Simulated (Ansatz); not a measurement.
## How methods differ on C2F5 (pentafluoroethyl)

The species is C2F5 (7 atoms), meant as a doublet with charge 0. As SMILES, `F[C](F)C(F)(F)F`. The shape was relaxed beforehand at wB97X-V/def2-SVP.

Each level gives the adiabatic ionisation energy (to the singlet cation, shapes relaxed at wB97X-V/def2-SVP, no zero-point term) (eV). The values are calculated.

| level | kind | program | value (eV) |
| --- | --- | --- | --- |
| UHF/def2-SVP | Hartree–Fock | Ansatz | 9.23 |
| USVWN5/def2-SVP | LDA | Ansatz | 8.84 |
| UBLYP/def2-SVP | GGA | Ansatz | 8.79 |
| UPBE/def2-SVP | GGA | Ansatz | 8.86 |
| UB3LYP/def2-SVP | global hybrid | Ansatz | 9.21 |
| UCAM-B3LYP/def2-SVP | range-separated hybrid | Ansatz | 9.28 |
| UB2PLYP/def2-SVP | double hybrid | Ansatz | 9.07 |
| RPA@PBE/def2-SVP | RPA | Ansatz | 9.07 |
| UMP2/def2-SVP | perturbation theory | Ansatz | 8.91 |

The values span 8.79 to 9.28 eV.
